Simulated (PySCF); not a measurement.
FH3N2SW, SMILES [NH]=[W]([NH2])([F])=[S], multiplicity 1.

Geometry optimised at PBE-D3(BJ)/def2-SVP. The multiplicity is an assumed one; no other spin state was optimised. The structure was generated by enumeration; whether it is a known compound was not checked. The def2 effective core potentials stand for the cores of W; spin–orbit coupling is left out. The values are those of a single conformer.

Two levels are set side by side: TDA-PBE/def2-SVPD (PySCF) and TDA-M06-2X/def2-SVPD (PySCF). Vertical, same geometry. The lowest singlet is HOMO→LUMO 95 % with PBE and HOMO→LUMO 92 % with the other functional; states are paired by order. Differences are taken from unrounded values.

```csv
quantity,TDA-M06-2X,TDA-PBE,TDA-PBE minus TDA-M06-2X
lowest singlet excitation (eV),3.65,3.59,-0.06
lowest triplet excitation (TDA) (eV),3.35,3.26,-0.09
```

Rough cost on one machine, each run with all the roots and properties that it gave: TDA-M06-2X against TDA-PBE about 9 times.
